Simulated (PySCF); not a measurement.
Here is a job for PySCF.
```python
from pyscf import gto, scf, mcscf
import numpy

mol = gto.Mole()
mol.atom = '''
    Te    0.24557998    0.09428763    0.37155142
    Cl    2.08544212   -0.00951664   -1.24990324
    Cl   -1.68337595   -0.94447219    1.47838940
    Cl   -1.15325199    0.66557961   -1.36499639
'''
mol.basis = 'sto-3g'
mol.spin = 1
mol.verbose = 4
mol.build()

mf = scf.ROHF(mol)
mf.kernel()
mc = mcscf.CASCI(mf, 4, 5)
mc.fix_spin_(ss=0.75)
mc.kernel()
occ = numpy.linalg.eigvalsh(mc.fcisolver.make_rdm1(mc.ci, mc.ncas, mc.nelecas))[::-1]
ss = mc.fcisolver.spin_square(mc.ci, mc.ncas, mc.nelecas)[0]
print('natural occupations', occ.round(4), ' <S^2>', round(ss, 4))
```

Task: What SCF-reference dipole moment does PySCF with CASCI(5,4)/STO-3G give?

Result: 1.58 D

Task: Predict the total energy from CASCI(5,4)/STO-3G.

Result: -7910.865540 Ha

Task: Give the SCF-reference Mulliken (on the basis functions themselves) charges in atom order at the level CASCI(5,4)/STO-3G.

Result: Te1 0.85, Cl2 -0.30, Cl3 -0.30, Cl4 -0.24

Task: What natural occupations of the active orbitals does CASCI(5,4)/STO-3G give?

Result: 2.00, 2.00, 1.00, 0.00

Task: Estimate the number of basis functions that CASCI(5,4)/STO-3G returns for this input.

Result: 54

These values belong to the state on which the SCF converged, which isn't shown to be the lowest.
